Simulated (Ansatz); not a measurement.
Reaction (ligand exchange at a W–F bond): `[F][W](=[S])([Cl])([Cl])[Cl]` + HCl → `[S]=[W]([Cl])([Cl])([Cl])[Cl]` + H–F

Isolated molecules relaxed with PBE0-D4/def2-TZVP in Ansatz; ΔE leaves out vibrations. CCSD(T)/CBS adds triple-zeta CCSD(T) − MP2 to the extrapolated MP2 energy (def2 sets, frozen cores). This one scheme is used for every species. Functionals use def2-TZVPP. B3LYP here is the variant with VWN-RPA as its local correlation; programs differ in this. HSE06 is defined as in plane-wave codes. def2 core potentials past Kr. For W outer-core shells are correlated without core-valence functions, which leaves a few kJ/mol of doubt a bond.

| level | ΔE (kJ/mol) | difference from CCSD(T)/CBS |
| --- | --- | --- |
| LDA (SPW92) | 16.1 | 11.9 |
| PBE-D4 | 14.4 | 10.2 |
| revPBE-D4 | 11.9 | 7.7 |
| BLYP-D4 | 19.8 | 15.6 |
| PBE0-D4 | 9.9 | 5.7 |
| B3LYP-D4 | 16.8 | 12.6 |
| r2SCAN0-D4 | 15.5 | 11.3 |
| HSE06-D4 | 9.0 | 4.8 |
| BHLYP-D4 | 14.5 | 10.3 |
| ωB97X-V | 28.1 | 23.9 |
| ωB97M-V | 21.8 | 17.6 |
| B2PLYP | 14.4 | 10.2 |
| PBE-QIDH | 2.6 | -1.6 |
| revPBE | 22.5 | 18.3 |
| BLYP | 32.0 | 27.8 |
| r2SCAN | 23.7 | 19.5 |
| PBE0 | 15.3 | 11.1 |
| B3LYP | 27.0 | 22.8 |
| r2SCANh | 21.0 | 16.8 |
| r2SCAN0 | 17.3 | 13.1 |
| HSE06 | 14.2 | 10.0 |
| BHLYP | 25.3 | 21.1 |
| CAM-B3LYP | 34.6 | 30.4 |
| LC-ωPBE | 34.0 | 29.8 |
| RPA@PBE/def2-TZVPP | 16.3 | 12.1 |
| HF/def2-SVP | 32.2 | 28.0 |
| MP2/def2-SVP | 7.5 | 3.3 |
| CCSD/def2-SVP | 27.9 | 23.7 |
| CCSD(T)/def2-SVP | 25.9 | 21.7 |
| HF/def2-TZVPP | 31.1 | 26.9 |
| MP2/def2-TZVPP | -13.6 | -17.8 |
| SCS-MP2/def2-TZVPP | -0.5 | -4.7 |
| CCSD/def2-TZVPP | 16.3 | 12.1 |
| CCSD(T)/def2-TZVPP | 11.7 | 7.5 |
| HF/def2-QZVPP | 31.2 | 27.0 |
| MP2/def2-QZVPP | -17.9 | -22.1 |
| SCS-MP2/def2-QZVPP | -4.4 | -8.6 |
| HF/CBS(def2) | 31.2 | 27.0 |
| MP2/CBS(def2) | -21.1 | -25.3 |
| CCSD/CBS(def2) | 8.8 | 4.6 |
| CCSD(T)/CBS | 4.2 | 0 |

Largest T1 diagnostic among the species: 0.021, so the coupled-cluster value is less sure than usual.

In def2-TZVPP, CCSD(T) changes the Hartree–Fock value by −19.3 kJ/mol (the triples alone add −4.5 kJ/mol) and MP2 by −44.7 kJ/mol. From PBE to PBE0 (25 % exact exchange), in def2-TZVPP and without D4, ΔE moves by −5.2 kJ/mol.

CCSD(T)/CBS has its own doubt, a few kJ/mol and more with outer-core shells, so smaller differences from it don't rank the levels.
